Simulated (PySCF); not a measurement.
ClGa, SMILES [Cl][Ga] (connectivity only; charge and spin as stated), charge +1, multiplicity 2.

Coordinates come from a PBE0-D3(BJ)/def2-TZVP optimisation. The spin state was assumed, not searched.

Two levels are set side by side: PBE/def2-TZVPD (PySCF) and PBE0/def2-TZVPD (PySCF). Same geometry, gas phase. Differences are taken from unrounded values.

```json
[
 {"quantity": "α-spin orbital gap (eV)", "PBE": "5.09"},
 {"quantity": "β-spin orbital gap (eV)", "PBE": "1.56"},
 {"quantity": "mean polarisability (bohr³)", "PBE": "34.6"}
]
```

**Question.** These are the PBE values. What does PBE0 give? (Estimate from the structure and the level; the computed values follow.)

**Answer.** 
```tsv
quantity	PBE0	PBE minus PBE0
α-spin orbital gap (eV)	7.01	-1.92
β-spin orbital gap (eV)	3.89	-2.33
mean polarisability (bohr³)	34.3	0.3
```

Rough cost on one machine, each run with all the roots and properties that it gave: PBE0 against PBE within a factor of 2.
